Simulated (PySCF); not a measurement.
SMILES [CH2][SiH3] (CH₅Si), doublet, PBE0/def2-SVP optimised geometry.

```
7

C     -1.15    -1.31    -1.47
Si    -0.50    -0.40     0.00
H     -0.50    -1.86    -2.16
H     -2.21    -1.36    -1.71
H     -0.98    -1.02     1.28
H      0.99    -0.40     0.00
H     -0.99     1.02     0.00
```

Density from unrestricted PBE0/def2-TZVP in PySCF at that geometry.

Minimum of the electron density along straight lines between bonded atoms, close to the bond critical point (lines longer than 1.1 times the sum of covalent radii, or with two minima, are not listed):

| bond | length / Å | ρ at the minimum / e bohr⁻³ | ∇²ρ there / e bohr⁻⁵ | position (fraction from the first atom) |
|---|---|---|---|---|
| C1–Si2 | 1.851 | 0.121 | 0.26 | 0.61 |
| C1–H3 | 1.095 | 0.274 | -0.93 | 0.65 |
| C1–H4 | 1.096 | 0.273 | -0.93 | 0.65 |
| Si2–H5 | 1.499 | 0.117 | 0.15 | 0.49 |
| Si2–H6 | 1.494 | 0.119 | 0.15 | 0.49 |
| Si2–H7 | 1.498 | 0.118 | 0.15 | 0.49 |
